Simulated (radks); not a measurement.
Q: The mean radii <r> (bohr) of the occupied orbitals of an atom or ion are listed with their occupations. All-electron calculation, scalar-relativistic Kohn-Sham, r2SCAN, spin-unpolarised, spherical densities, finite nucleus; meta-GGA in the generalised Kohn-Sham scheme; Fermi nuclear charge, rms radius of each element as measured or else 0.836 A^(1/3) + 0.57 fm. Program: a radial shooting solver on a logarithmic mesh with Libxc functionals.

orbital  occ.      <r>
1s          2  0.05847
2s          2   0.2664
2p          6   0.2354
3s          2   0.7961
3p          6   0.8333
3d          4   0.9545
4s          1    2.427
4p          2    2.869

Name the element and its charge.

A: Z = 26, iron, charge +1: Fe+ in [Ar] 3d4 4s1 4p2. The 1s radius gives Z: for a bare nucleus <r> = (2 gamma + 1)/(2Z) with gamma = sqrt(1 - (Z/c)^2), 0.05699 bohr for Z = 26, and screening makes it slightly larger (0.05847 here). The occupations add up to 25, and the charge is Z minus that.
